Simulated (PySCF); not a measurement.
C₃H₉Ga, SMILES CC[CH2][GaH2].

Coordinates come from a PBE0-D3(BJ)/def2-SVP optimisation. The structure was generated by enumeration; whether it is a known compound was not checked. One conformer was computed; it need not be the lowest.

Two levels are set side by side: PBE/def2-TZVP (PySCF) and B3LYP/def2-TZVP (PySCF). Same geometry, gas phase. Differences are taken from unrounded values.

```json
[
 {"quantity": "orbital gap (eV)", "B3LYP": "5.66"},
 {"quantity": "highest occupied level (eV)", "B3LYP": "-7.33"},
 {"quantity": "lowest empty level (eV)", "B3LYP": "-1.67"},
 {"quantity": "dipole moment (D)", "B3LYP": "0.74"},
 {"quantity": "mean polarisability (bohr³)", "B3LYP": "68.0"}
]
```

**Question.** What does PBE give, and how far is it from B3LYP? (Estimate from the structure and the level; the computed values follow.)

**Answer.** 
```csv
quantity,PBE,PBE minus B3LYP
orbital gap (eV),4.16,-1.51
highest occupied level (eV),-6.35,0.98
lowest empty level (eV),-2.19,-0.52
dipole moment (D),0.78,0.05
mean polarisability (bohr³),70.1,2.1
```

Without exact exchange PBE keeps part of each electron's self-repulsion, which lifts occupied levels and narrows the gap. Loosely held outer electrons make PBE densities more polarisable. Differences between two approximate levels are no errors against the true value.

Rough cost on one machine, each run with all the roots and properties that it gave: B3LYP against PBE within a factor of 2.
